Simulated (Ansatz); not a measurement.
Isomers of C$_{5}$H$_{15}$NSn (singlet), relaxed with PBE-D4/def2-SVP; total energies from Ansatz at ωB97M-V/def2-TZVP.

```json
{"isomer": "A", "description": "SnHMe2(NMeEt) (C5H15NSn)", "energy (Eh)": "-468.48495"}
{"isomer": "B", "description": "SnHMe2(NHiPr) (C5H15NSn)", "energy (Eh)": "-468.50119"}
```

In the def2 sets Sn takes a core potential; there is no spin–orbit coupling.

Problem. Work out the relative energies (1 Eh = 2625.5 kJ/mol) and the Boltzmann populations at 800 K from electronic energies alone (R = 8.314 J/mol/K).

Solution. ΔE: A 42.6, B 0.0 kJ/mol. RT = 6.65 kJ/mol. Factors exp(−ΔE/RT): A 0.00165, B 1; sum 1.002. Populations: A 0.2 %, B 99.8 %. Zero-point energy, vibrational entropy and symmetry numbers are left out and can shift these; an error of 4 kJ/mol changes a ratio by a factor of 1.8. Over the other density-functional and correlated levels in def2 sets, the gap between B and A ranges from 32 to 43 kJ/mol.
